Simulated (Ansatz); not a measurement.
`C[O][Al]([F])[O]C`, charge 0, multiplicity 1.

Task: Give a relaxed structure at PBE0-D4/def2-TZVP (Ansatz 0.2.0). (Best estimate.)

Result: Computed: 
Cartesian coordinates in Å:
```
C 1.285 -0.627 -1.523
O 1.306 0.603 -0.866
Al 0.480 1.415 0.336
F 0.990 2.929 0.697
O -0.819 0.826 1.204
C -1.606 -0.322 1.298
H 1.134 -0.476 -2.597
H 0.489 -1.289 -1.161
H 2.241 -1.142 -1.386
H -2.653 -0.076 1.092
H -1.549 -0.733 2.311
H -1.299 -1.107 0.596
```
Point group C2v.
This is one stationary point; other conformers may exist.
